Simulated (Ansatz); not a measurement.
The lowest singlet and triplet of P2 (SMILES P#P); geometries from B3LYP-D3(BJ)/def2-TZVP, each state relaxed from the structure named, with no frequency check.
Singlet at the triplet's geometry (charge 0, multiplicity 1):
```xyz
2

P      0.00000     0.00000    -1.03509
P      0.00000     0.00000     1.03509
```

A positive gap puts the triplet lower; no zero-point energy. R- takes a restricted singlet. U- takes an unrestricted singlet (broken symmetry where lower, unprojected). The triplet is unrestricted in single-reference levels.

Programs: Ansatz (Gaussian basis) for Hartree–Fock, density functionals and correlated methods. 

Task: One of these levels gives -1.850 eV for the gap E(singlet) − E(triplet), vertical, at the triplet's geometry. Which one is it?
A. U-r2SCAN/def2-TZVPP
B. R-BHLYP/def2-TZVPP
C. U-SVWN5/def2-TZVPP
D. R-PBE/def2-TZVPP

Result: A, U-r2SCAN/def2-TZVPP. The others give -2.312 (U-SVWN5/def2-TZVPP), -2.054 (R-PBE/def2-TZVPP), -1.588 (R-BHLYP/def2-TZVPP)

Doubts at one or more of the structures used: a restricted determinant that unrestricted orbitals would lower (R-BHLYP/def2-TZVPP).

Ansatz is a program for electronic structure.
